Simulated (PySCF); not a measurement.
CH2F, SMILES [CH2]F, multiplicity 2.

Coordinates come from a PBE0-D3(BJ)/def2-TZVPD optimisation. The isomer is the one that the SMILES or the coordinates give; other isomers of the formula were not compared.

These are ωB97X/def2-TZVPD in PySCF values and carry that method's errors.

Problem. Estimate the frontier levels, dipole moment and polarisability. (An estimate is asked for; the answer gives what the named calculation found.)

Solution. 
The α spin, highest occupied and lowest empty level is -8.83 and 2.19 eV and the β spin, highest occupied and lowest empty level comes out as -13.01 and 0.72 eV. The dipole moment comes out as 1.29 D and the quadrupole, principal values (traceless, Buckingham form, about the centre of nuclear charge) is -1.69, 0.15, 1.53 D·Å. The mean static polarisability comes out as 16.2 bohr³ (2.40 Å³), the polarisability, principal values is 15.2, 16.0, 17.4 bohr³ and the ⟨S²⟩ is 0.754 (pure state 0.75).
